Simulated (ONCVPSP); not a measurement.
# Zr: ONCV pseudisation with PBE, scalar-relativistic reference atom.

ONCVPSP 4.0.1 was run on this input:

```
# ATOM AND REFERENCE CONFIGURATION
# atsym  z   nc   nv     iexc    psfile
  Zr 40.00    6    5        4      upf
#
#   n    l    f
    1    0    2.00
    2    0    2.00
    2    1    6.00
    3    0    2.00
    3    1    6.00
    3    2   10.00
    4    0    2.00
    4    1    6.00
    4    2    2.00
    5    0    1.00
    5    1    1.00
#
# PSEUDOPOTENTIAL AND OPTIMIZATION
# lmax
    2
#
#   l,   rc,      ep,       ncon, nbas, qcut
    0    2.25    0.00    4    9    5.40
    1    1.90    0.00    4    9    6.20
    2    2.60    0.00    4    8    5.40
#
# LOCAL POTENTIAL
# lloc, lpopt,  rc(5),   dvloc0
    4    5    1.30    3.00
#
# VANDERBILT-KLEINMAN-BYLANDER PROJECTORs
# l, nproj, debl
    0    2    2.60
    1    2    2.90
    2    2    3.90
#
# MODEL CORE CHARGE
# icmod, fcfact, rcfact
    1    0.55    0.00
#
# LOG DERIVATIVE ANALYSIS
# epsh1, epsh2, depsh
   -4.00    5.00    0.02
#
# OUTPUT GRID
# rlmax, drl
    6.00    0.01
#
# TEST CONFIGURATIONS
# ncnf
    4
# nvcnf
#   n    l    f
    5
    4    0    2.00
    4    1    6.00
    4    2    2.00
    5    0    2.00
    5    1    0.00
#
    5
    4    0    2.00
    4    1    6.00
    4    2    2.00
    5    0    1.00
    5    1    0.00
#
    5
    4    0    2.00
    4    1    6.00
    4    2    2.00
    5    0    0.00
    5    1    0.00
#
    5
    4    0    1.00
    4    1    6.00
    4    2    2.00
    5    0    2.00
    5    1    0.00
#
```

Command:

```bash
oncvpsp.x < Zr.dat > Zr.out
```

The program printed (shortened: citation, most of the input echo, consistency checks and plot data are left out):

```
ONCVPSP  (Optimized Norm-Conservinng Vanderbilt PSeudopotential)
scalar-relativistic version 4.0.1

#   n    l    f        energy (Ha)
    1    0    2.00    -6.5510787E+02
    2    0    2.00    -9.0810275E+01
    2    1    6.00    -8.0983900E+01
    3    0    2.00    -1.4920541E+01
    3    1    6.00    -1.1719178E+01
    3    2   10.00    -6.4657746E+00
    4    0    2.00    -2.0485604E+00
    4    1    6.00    -1.2382983E+00
    4    2    2.00    -1.7098222E-01
    5    0    1.00    -1.8951836E-01
    5    1    1.00    -7.5149803E-02

Reference configufation results
  iterations    25
  all-electron total energy (Ha)   -3.59841921D+03

Begin loop to  construct optimized pseudo wave functions
and semi-local pseudopoentials for all angular momenta

Calculating optimized projector #   1

 for l=   0

    Fraction of norm inside rc  0.980014
    Optimizing pswf for qcut=   5.39 a_B^-1,  ecut=  14.54 Ha
    Residual kinetic energy error=  1.31D-06 Ha

    Energy error per electron        Cutoff
         Ha          eV             Ha
         0.01000     0.27211        3.57
         0.00100     0.02721        7.91
         0.00010     0.00272       10.84
         0.00001     0.00027       12.99

Calculating optimized projector #   2

 for l=   0

    Fraction of norm inside rc  0.108490
    Optimizing pswf for qcut=   5.39 a_B^-1,  ecut=  14.54 Ha
    Residual kinetic energy error=  4.10D-06 Ha

    Energy error per electron        Cutoff
         Ha          eV             Ha
         0.01000     0.27211        3.02
         0.00100     0.02721        7.96
         0.00010     0.00272       11.28
         0.00001     0.00027       13.82

Calculating optimized projector #   1

 for l=   1

    Fraction of norm inside rc  0.862015
    Optimizing pswf for qcut=   6.20 a_B^-1,  ecut=  19.23 Ha
    Residual kinetic energy error=  4.29D-06 Ha

    Energy error per electron        Cutoff
         Ha          eV             Ha
         0.01000     0.27211        7.44
         0.00100     0.02721        9.50
         0.00010     0.00272       11.42
         0.00001     0.00027       17.11

Calculating optimized projector #   2

 for l=   1

    Fraction of norm inside rc  0.028261
    Optimizing pswf for qcut=   6.20 a_B^-1,  ecut=  19.23 Ha
    Residual kinetic energy error=  1.65D-06 Ha

    Energy error per electron        Cutoff
         Ha          eV             Ha
         0.01000     0.27211        5.03
         0.00100     0.02721        7.54
         0.00010     0.00272        9.56
         0.00001     0.00027       15.22

   Wellstate for l =  2  n =  8
     eigenvalue =   3.7290
     asymptotic potential =   4.2290
     half-point radius =  4.9423

Calculating optimized projector #   1

 for l=   2

    Fraction of norm inside rc  0.708292
    Optimizing pswf for qcut=   5.40 a_B^-1,  ecut=  14.56 Ha
    Residual kinetic energy error=  6.11D-06 Ha

    Energy error per electron        Cutoff
         Ha          eV             Ha
         0.01000     0.27211        8.38
         0.00100     0.02721       10.72
         0.00010     0.00272       12.65
         0.00001     0.00027       14.46

Calculating optimized projector #   2

 for l=   2

    Fraction of norm inside rc  0.135455
    Optimizing pswf for qcut=   5.40 a_B^-1,  ecut=  14.56 Ha
    Residual kinetic energy error=  7.47D-04 Ha

    Energy error per electron        Cutoff
         Ha          eV             Ha
         0.01000     0.27211       11.78
         0.00100     0.02721       14.34
         0.00010     0.00272       31.71
         0.00001     0.00027       46.30

Construct Vanderbilt / Kleinmman-Bylander projectors

B matrix Hermiticity error, ll=   0
   1   2    1.3937E-04

  Orthonormal projector coefficients  4.7273E+00  8.9309E-01

B matrix Hermiticity error, ll=   1
   1   2    5.6891E-05

  Orthonormal projector coefficients  2.8945E+00  5.2307E-01

B matrix Hermiticity error, ll=   2
   1   2   -1.1481E-04

  Orthonormal projector coefficients  1.9569E+00 -7.3720E-01

Model core correction analysis
  based on d2Exc/dn_idn_j

d2excae - all-electron derivatives

   -3.418409D-02   -3.023452D-02   -1.436178D-02   -2.023287D-03
   -1.072309D-03
   -3.024831D-02   -2.882490D-02   -1.651919D-02   -2.185291D-03
   -8.635519D-04
   -1.455519D-02   -1.690120D-02   -1.572505D-02   -3.282985D-03
   -4.728347D-04
   -2.346782D-03   -2.929960D-03   -4.785124D-03   -2.223288D-03
   -2.936056D-04
   -1.215754D-03   -1.209279D-03   -1.361144D-03   -6.664656D-04
   -1.170006D-04

d2excps - pseudofunction derivatives with no core correction

   -4.536630D-02   -3.292454D-02   -1.356213D-02   -3.309650D-03
   -1.358124D-03
   -3.293856D-02   -3.127223D-02   -1.695245D-02   -2.491303D-03
   -1.048049D-03
   -1.375537D-02   -1.733440D-02   -1.664397D-02   -3.240977D-03
   -4.663211D-04
   -3.634460D-03   -3.236074D-03   -4.743530D-03   -2.319603D-03
   -3.077862D-04
   -1.501623D-03   -1.393812D-03   -1.354842D-03   -6.807214D-04
   -1.262599D-04

rms 2nd derivative error    2.463728E-03

Polynomial model core charge

d2excps - pseudofunction derivatives with core correction

   -2.844910D-02   -2.693191D-02   -1.301282D-02   -1.687667D-03
   -9.489749D-04
   -2.694534D-02   -2.860844D-02   -1.685536D-02   -1.912285D-03
   -8.514315D-04
   -1.320599D-02   -1.723727D-02   -1.678658D-02   -3.164287D-03
   -4.447527D-04
   -2.011101D-03   -2.656917D-03   -4.666661D-03   -2.164967D-03
   -2.699253D-04
   -1.092377D-03   -1.197132D-03   -1.333168D-03   -6.428161D-04
   -1.129612D-04

rms 2nd derivative error    1.551593E-03

Pseudoatom total energy  -47.441060

Diagnostic tests using Vanderbilt-Kleinman-Bylander pseudopotentials
  1 or more projectors used as specified by nproj input data

   l    rcore       rmatch      e in        delta e   norm test  slope test

   0   2.2522936   2.3206781  -2.0485604   0.0000010   1.0001226   1.0001096
   0   2.2522936   2.3206781  -0.1895184   0.0000009   1.0000181   1.0000140

   1   1.9049411   1.9627792  -1.2382983  -0.0000019   1.0000928   1.0001006
   1   1.9049411   1.9627792  -0.0751498   0.0000016   1.0000393   1.0000347

   2   2.6000191   2.6789614  -0.1709822  -0.0000005   1.0000029   1.0000055
   2   2.6000191   2.6789614   3.7290178   0.0000091   1.0000023   1.0000023

 Testing for bound ghosts
   n   l    E NL Schr. Eq   E Basis Diag.   E Cutoff

   1   0       -2.048559       -2.048557     69.32
   2   0       -0.189517       -0.174071     69.32

   2   1       -1.238300       -1.238289    109.16
   3   1       -0.075148        0.034050    109.16

   3   2       -0.170983       -0.170298     50.97

 Testing for highly-localized positive-energy ghosts
       l    <radius>/rc     E Basis Diag.   E Cutoff

Test configuration 0

   n   l     f        eae           eps        diff
   1   0  2.0000 -655.10787153
   2   0  2.0000  -90.81027486
   2   1  6.0000  -80.98389984
   3   0  2.0000  -14.92054060
   3   1  6.0000  -11.71917837
   3   2 10.0000   -6.46577462
   4   0  2.0000   -2.04856037   -2.04855933    1.04D-06
   4   1  6.0000   -1.23829829   -1.23830015   -1.86D-06
   4   2  2.0000   -0.17098222   -0.17098268   -4.54D-07
   5   0  1.0000   -0.18951836   -0.18951747    8.82D-07
   5   1  1.0000   -0.07514980   -0.07514820    1.60D-06

    Total energies and differences
      AE_ref= -3.59841921D+03  AE_tst= -3.59841921D+03  dif=  0.00D+00
      PS_ref= -4.74410597D+01  PS_tst= -4.74410597D+01  dif= -1.07D-13
      PSP excitation error=  1.07D-13

Test configuration 1

   n   l     f        eae           eps        diff
   1   0  2.0000 -655.06182565
   2   0  2.0000  -90.76510844
   2   1  6.0000  -80.93873135
   3   0  2.0000  -14.87504184
   3   1  6.0000  -11.67370344
   3   2 10.0000   -6.42038136
   4   0  2.0000   -2.00302059   -2.00179562    1.22D-03
   4   1  6.0000   -1.19294487   -1.19256529    3.80D-04
   4   2  2.0000   -0.13226204   -0.13232073   -5.87D-05
   5   0  2.0000   -0.16314901   -0.16309043    5.86D-05

    Total energies and differences
      AE_ref= -3.59841921D+03  AE_tst= -3.59853098D+03  dif= -1.12D-01
      PS_ref= -4.74410597D+01  PS_tst= -4.75528095D+01  dif= -1.12D-01
      PSP excitation error= -2.43D-05

Test configuration 2

   n   l     f        eae           eps        diff
   1   0  2.0000 -655.30965741
   2   0  2.0000  -91.01055422
   2   1  6.0000  -81.18433961
   3   0  2.0000  -15.12067150
   3   1  6.0000  -11.91930684
   3   2 10.0000   -6.66581313
   4   0  2.0000   -2.24831199   -2.24879389   -4.82D-04
   4   1  6.0000   -1.43842228   -1.43866313   -2.41D-04
   4   2  2.0000   -0.36685036   -0.36691759   -6.72D-05
   5   0  1.0000   -0.36546398   -0.36547608   -1.21D-05

    Total energies and differences
      AE_ref= -3.59841921D+03  AE_tst= -3.59826868D+03  dif=  1.51D-01
      PS_ref= -4.74410597D+01  PS_tst= -4.72905141D+01  dif=  1.51D-01
      PSP excitation error= -2.40D-05

Test configuration 3

   n   l     f        eae           eps        diff
   1   0  2.0000 -655.60251622
   2   0  2.0000  -91.30033187
   2   1  6.0000  -81.47432123
   3   0  2.0000  -15.41027674
   3   1  6.0000  -12.20886567
   3   2 10.0000   -6.95516886
   4   0  2.0000   -2.53524430   -2.53844541   -3.20D-03
   4   1  6.0000   -1.72426830   -1.72558160   -1.31D-03
   4   2  2.0000   -0.63575278   -0.63593856   -1.86D-04

    Total energies and differences
      AE_ref= -3.59841921D+03  AE_tst= -3.59779313D+03  dif=  6.26D-01
      PS_ref= -4.74410597D+01  PS_tst= -4.68147437D+01  dif=  6.26D-01
      PSP excitation error= -2.45D-04

Test configuration 4

   n   l     f        eae           eps        diff
   1   0  2.0000 -655.63107405
   2   0  2.0000  -91.31647772
   2   1  6.0000  -81.49131806
   3   0  2.0000  -15.41827369
   3   1  6.0000  -12.21648536
   3   2 10.0000   -6.96205814
   4   0  1.0000   -2.46176072   -2.49130579   -2.95D-02
   4   1  6.0000   -1.63210888   -1.64281913   -1.07D-02
   4   2  2.0000   -0.49556927   -0.49187536    3.69D-03
   5   0  2.0000   -0.41916061   -0.42108653   -1.93D-03

    Total energies and differences
      AE_ref= -3.59841921D+03  AE_tst= -3.59630667D+03  dif=  2.11D+00
      PS_ref= -4.74410597D+01  PS_tst= -4.53143524D+01  dif=  2.13D+00
      PSP excitation error= -1.42D-02
```

The run took about 4.8 s on one core of a shared server CPU.
